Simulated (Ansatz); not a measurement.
```yaml
crystal:
  periodic: [false, false, false]
  atoms:
    - {symbol: B, position_ang: [0.775211, 1.325837, -0.905027]}
    - {symbol: C, position_ang: [-0.183316, 0.095422, -0.846153]}
    - {symbol: N, position_ang: [-0.355022, -0.552482, 0.218926]}
    - {symbol: B, position_ang: [-0.515803, -1.223309, 1.370147]}
    - {symbol: H, position_ang: [0.932480, 1.916178, -1.931481]}
    - {symbol: H, position_ang: [1.341331, 1.656991, 0.090719]}
    - {symbol: H, position_ang: [-0.733352, -0.241557, -1.734098]}
    - {symbol: H, position_ang: [0.213972, -2.143313, 1.603737]}
    - {symbol: H, position_ang: [-1.387000, -0.879868, 2.116230]}
basis:
  gaussian: {orbitals: cc-pVDZ}
hamiltonian: {xc: {name: revPBE0}, dispersion: d3bj}
accuracy: high
scf: {lower_state_search: full}
output: {forces: true}
```

```sh
$ ansatz run in.yaml --threads 2 --pin off --events-out ev --progress --plain --max-ram 4352MiB
```

Shortened log:

```
Functional definition: revPBE0
1896 factors; integrals over basis functions are off by at most 2.9e-9 eV
mean field evaluation 1: about -3955.8004 eV, gradient 3.3e1 eV
mean field evaluation 2: about -3955.7989 eV, gradient 3.3e1 eV
mean field evaluation 4: about -3958.3050 eV, gradient 1.0e1 eV
mean field evaluation 8: about -3958.5354 eV, gradient 1.5e-1 eV
mean field evaluation 16: about -3958.5355 eV, gradient 9.1e-6 eV
mean field -3958.53550973 eV, -145.4734967908 hartree, gradient 2.8e-8 eV, S^2 0.000000; 0 other end points of the search recorded, 0 dependent functions left out
reference -3958.53551310 eV, -145.4734969146 hartree; 14, 14 occupied and 67, 67 virtual orbitals, 1896 factors
Total energy: -3958.84419846 eV, -145.4848408925 hartree
Atom 0 at     0.775211     1.325837    -0.905027 Å, force    -0.027230    -0.032403    -0.005724 eV/Å
Atom 1 at    -0.183316     0.095422    -0.846153 Å, force     0.071906     0.245612    -0.380056 eV/Å
Atom 2 at    -0.355022    -0.552482     0.218926 Å, force    -0.026719    -0.122360     0.221694 eV/Å
Atom 3 at    -0.515803    -1.223309     1.370147 Å, force    -0.028964    -0.110077     0.180964 eV/Å
Atom 4 at     0.932480     1.916178    -1.931481 Å, force     0.035250     0.143760    -0.256179 eV/Å
Atom 5 at     1.341331     1.656991     0.090719 Å, force     0.142887     0.080942     0.256110 eV/Å
Atom 6 at    -0.733352    -0.241557    -1.734098 Å, force    -0.136319    -0.078926    -0.232955 eV/Å
Atom 7 at     0.213972    -2.143313     1.603737 Å, force     0.172094    -0.211269     0.048258 eV/Å
Atom 8 at    -1.387000    -0.879868     2.116230 Å, force    -0.202905     0.084720     0.167887 eV/Å
Dipole moment:    -0.010568     0.098660    -0.275668 e Å
```

It took 4 s on 2 threads of an Arm Neoverse V1 on a shared host, with 0.24 GiB of host memory at the peak.
